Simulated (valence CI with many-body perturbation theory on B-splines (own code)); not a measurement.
**E1 transitions of Cl V**

Method: configuration interaction combined with many-body perturbation theory (CI+MBPT): three valence electrons over a frozen Dirac-Fock core [Ne], radial functions for each j: 11 s, 11 p, 10 d, 8 f, 5 g, 2 h, with the one-electron correlation potential Σ1 (screened to all orders), the two-electron term Σ2, the three-electron term Σ3, Breit, model QED; selected single and double excitations, second order for the rest, scaled by the run's own slope (own B-spline code, finite nucleus).

No measured levels were compared; by estimate levels hold to about 100 cm⁻¹ or 0.05 % of their energy and the worst to 300 or 400 cm⁻¹, as in measured light ions of charge 2 to 7.

Lines 51 to 100 of 567 in falling wavelength, among levels below 488040 cm⁻¹, chosen from the strongest by gf and those to the six lowest levels. Wavelengths and rates use the calculated energies, so an error of 100 cm⁻¹ moves a line at 4157 Å by 0.42 % and its rate by three times that or more. Electric multipoles are in the length gauge, E1 and E2 with the static RPA response of the core. Weak lines are less certain than strong ones. Lines between different terms over intervals too small for the method are left out, as are lines whose strength nearly cancels. Where a level lies close to another of its J and parity, the split of strength between their lines is uncertain. The highest levels of a list are the least certain.

Names give the largest LS component (configuration and term), which can be under half, so a name can repeat, a term be missing and a line seem to break the LS rules; names also repeat where a configuration has a term twice. Letters in brackets count levels of one name in rising energy.

```tsv
λ vac (Å)	Upper	Lower	A (s⁻¹)	S (a.u.)
4157	3s 3d2 2D_5/2	3s 3p 4d 2D°_3/2	1.51e+07	3.21e+00
4155	3s2 5d 2D_3/2	3s2 5p 2P°_1/2	2.17e+08	3.07e+01
4146	3s 3p 4f 4F_7/2	3s 3p 4d 4D°_5/2	6.81e+07	1.92e+01
4145	3s 3p 4f 4F_9/2	3s 3p 4d 4D°_7/2	6.63e+07	2.33e+01
4105	3s 3p 4f 2F_7/2	3s 3p 4d 2D°_5/2	7.72e+07	2.11e+01
4093	3s2 4f 2F°_7/2	3s2 4d 2D_5/2	1.14e+08	3.10e+01
4087	3s2 4f 2F°_5/2	3s2 4d 2D_3/2	1.07e+08	2.16e+01
4075	3s 3p 4f 2F_5/2	3s 3p 4d 2D°_3/2	5.56e+07	1.11e+01
3841	3s 3p 4s 2P°_1/2 [b]	3s2 5s 2S_1/2	4.72e+07	2.64e+00
3831	3s 3p 4s 2P°_3/2 [b]	3s2 5s 2S_1/2	4.76e+07	5.29e+00
3732	3s 3p 4p 2P_3/2 [a]	3s 3p 4s 2P°_3/2 [a]	5.20e+07	5.34e+00
3714	3s 3p 4f 4D_7/2	3s 3p 4d 4D°_7/2	2.38e+07	4.82e+00
3660	3s2 6p 2P°_1/2	3s2 5d 2D_3/2	2.90e+08	1.40e+01
3653	3s2 6p 2P°_3/2	3s2 5d 2D_5/2	2.61e+08	2.51e+01
3647	3s2 6p 2P°_3/2	3s2 5d 2D_3/2	2.89e+07	2.77e+00
3636	3s 3p 4f 2D_3/2	3s 3p 4d 2P°_1/2	8.78e+07	8.33e+00
3618	3s 3p 4f 2D_5/2	3s 3p 4d 2P°_3/2	1.04e+08	1.46e+01
3503	3s2 6d 2D_5/2	3s2 5f 2F°_7/2	8.07e+07	1.03e+01
3502	3s2 6d 2D_3/2	3s2 5f 2F°_5/2	8.48e+07	7.19e+00
3402	3s 3p 4f 2G_9/2	3s 3p 4d 2F°_7/2	1.64e+08	3.19e+01
3394	3s 3p 4f 2G_7/2	3s 3p 4d 2F°_5/2	1.56e+08	2.41e+01
3144	3s2 6s 2S_1/2	3s 3p 4s 2P°_3/2 [b]	1.50e+08	4.59e+00
3137	3s2 6s 2S_1/2	3s 3p 4s 2P°_1/2 [b]	7.17e+07	2.19e+00
2911	3s2 6h 2H°_9/2	3s2 5g 2G_7/2	1.01e+09	1.22e+02
2911	3s2 6h 2H°_9/2	3s2 5g 2G_9/2	2.29e+07	2.78e+00
2911	3s2 6h 2H°_11/2	3s2 5g 2G_9/2	1.03e+09	1.50e+02
2905	3s2 6g 2G_7/2	3s2 5f 2F°_7/2	2.30e+07	2.23e+00
2905	3s2 6g 2G_7/2	3s2 5f 2F°_5/2	6.25e+08	6.05e+01
2905	3s2 6g 2G_9/2	3s2 5f 2F°_7/2	6.51e+08	7.88e+01
2749	3s 3p 4p 2D_3/2 [a]	3s 3p 4s 2P°_3/2 [a]	4.43e+07	1.82e+00
2713	3s 3p 4p 2D_3/2 [b]	3s 3p 4s 2P°_3/2 [b]	1.24e+08	4.90e+00
2708	3s 3p 4p 2D_3/2 [b]	3s 3p 4s 2P°_1/2 [b]	1.52e+08	5.96e+00
2703	3s 3p 4p 2P_1/2 [b]	3s 3p 4s 2P°_1/2 [b]	1.35e+08	2.63e+00
2692	3s 3p 4p 2D_5/2 [b]	3s 3p 4s 2P°_3/2 [b]	2.90e+08	1.67e+01
2684	3s 3p 4p 2D_5/2 [a]	3s 3p 4s 2P°_3/2 [a]	2.31e+08	1.32e+01
2682	3s 3p 4p 4D_5/2	3s 3p 4s 4P°_5/2	6.39e+07	3.65e+00
2681	3s 3p 4p 2P_3/2 [b]	3s 3p 4s 2P°_3/2 [b]	9.66e+07	3.67e+00
2676	3s 3p 4p 2P_3/2 [b]	3s 3p 4s 2P°_1/2 [b]	1.26e+08	4.77e+00
2675	3s 3p 4p 2D_3/2 [a]	3s 3p 4s 2P°_1/2 [a]	1.88e+08	7.12e+00
2661	3s 3p 4f 2D_5/2	3s 3p 4d 2D°_5/2	4.40e+07	2.45e+00
2644	3s 3p 4p 4D_3/2	3s 3p 4s 4P°_3/2	9.99e+07	3.64e+00
2622	3s 3p 4p 4D_7/2	3s 3p 4s 4P°_5/2	2.80e+08	1.99e+01
2620	3s 3p 4p 4D_1/2	3s 3p 4s 4P°_1/2	1.64e+08	2.91e+00
2615	3s 3p 4p 4D_5/2	3s 3p 4s 4P°_3/2	2.12e+08	1.12e+01
2607	3s 3p 4p 4D_3/2	3s 3p 4s 4P°_1/2	1.16e+08	4.05e+00
2541	3s2 4p 2P°_1/2	3s2 4s 2S_1/2	2.83e+08	4.58e+00
2515	3s2 4p 2P°_3/2	3s2 4s 2S_1/2	2.91e+08	9.14e+00
2430	3s2 6s 2S_1/2	3s2 5p 2P°_3/2	3.90e+08	5.53e+00
2415	3s2 6s 2S_1/2	3s2 5p 2P°_1/2	1.98e+08	2.76e+00
2390	3s 3p 4p 4P_3/2	3s 3p 4s 4P°_5/2	1.05e+08	2.84e+00
```
